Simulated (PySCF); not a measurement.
H2O. Atoms are numbered in the order given.

```xyz
3

O      0.0000     0.0000    -0.1169
H      0.0000    -0.7650     0.4676
H      0.0000     0.7650     0.4676
```

Coordinates come from a B3LYP-D3(BJ)/def2-TZVP optimisation.

Calculation: HF/pcSseg-1 run with PySCF.

GIAO shieldings, no solvent; atoms alike by connectivity are averaged. δ = σ(ref) − σ: ¹H against TMS (σ = 31.99 ppm), references at their B3LYP-D3(BJ)/def2-TZVP geometries, non-relativistic.

```
nucleus   atoms  count  δ (ppm)
-------  ------  -----  -------
¹H       H2, H3      2     1.66
```
